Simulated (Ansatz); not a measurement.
Ansatz results at the PBE0-D4/def2-TZVP geometry: HOMO energy (ωB97M-V/def2-TZVPP) -8.38 eV; LUMO energy (PBE/def2-TZVPP) -2.53 eV; HOMO energy (PBE0/def2-TZVPP) -6.18 eV.

Problem. Which molecule gave them?
A. `[O-][n+]1ccccc1`
B. `CC=C1C=CC=C1`
C. `OF`
D. `[Ag][Ag]`

Solution. B. The others give `[Ag][Ag]`: -7.29, -3.16, -5.66; `OF`: -11.74, -2.65, -9.17; `[O-][n+]1ccccc1`: -8.40, -2.03, -6.39.
